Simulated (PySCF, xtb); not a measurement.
C2H5Te, SMILES [CH2][Te]C, multiplicity 2.

Harmonic wavenumbers (cm⁻¹) from xtb with GFN2-xTB at its own minimum, in rising order: 86, 184, 255, 482, 551, 660, 774, 830, 844, 1292, 1336, 1466, 1469, 3056, 3068, 3069, 3082, 3127.

Question: What does B3LYP-D3(BJ)/def2-SVP run with PySCF 2.14.0 give at its own minimum? (An estimate is asked for; the answer gives what the named calculation found.)

Answer: 94, 159, 188, 305, 518, 601, 751, 829, 867, 1239, 1325, 1434, 1444, 3059, 3140, 3176, 3183, 3282. Paired by order, the mean absolute difference is 54 cm⁻¹ and the zero-point energies are 36.6 and 36.6 kcal/mol.
